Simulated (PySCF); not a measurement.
GaH2I. Atoms are numbered in the order given.

```xyz
4

Ga     0.0000     0.0000     1.5324
H      0.0000    -1.4035     2.2114
H      0.0000     1.4035     2.2114
I      0.0000     0.0000    -0.9798
```

Coordinates come from a B3LYP-D3(BJ)/def2-TZVP optimisation. The def2 effective core potentials stand for the cores of I; spin–orbit coupling is left out.

Calculation: TDA-PBE0/def2-SVPD (PySCF).

Vertical excitations. Gas-phase values at a fixed geometry. State labels are in the subgroup C2v.

Computed excitation energies, oscillator strengths and character:
```tsv
state	symmetry	energy (eV)	λ (nm)	f	main pairs
S1	A2	4.13	300	0.000	HOMO→LUMO 100 %
S2	A1	4.93	252	0.061	HOMO−1→LUMO 93 %
S3	B1	5.51	225	0.000	HOMO−2→LUMO 98 %
S4	B2	5.53	224	0.027	HOMO→LUMO+1 98 %
S5	B1	5.83	213	0.020	HOMO−1→LUMO+1 98 %
S6	A2	5.96	208	0.000	HOMO−3→LUMO 100 %
S7	B2	6.68	185	0.032	HOMO→LUMO+2 97 %
S8	B1	7.09	175	0.119	HOMO−1→LUMO+2 95 %
S9	B2	7.20	172	0.000	HOMO→LUMO+3 92 %
S10	A1	7.50	165	0.479	HOMO−2→LUMO+1 69 %, HOMO→LUMO+8 25 %
T1	A2	3.99	311	0	HOMO→LUMO 98 %
T2	A1	4.21	295	0	HOMO−1→LUMO 99 %
T3	B2	5.03	246	0	HOMO→LUMO+1 97 %
T4	B1	5.08	244	0	HOMO−2→LUMO 87 %
```
Triplets are in the Tamm–Dancoff approximation.
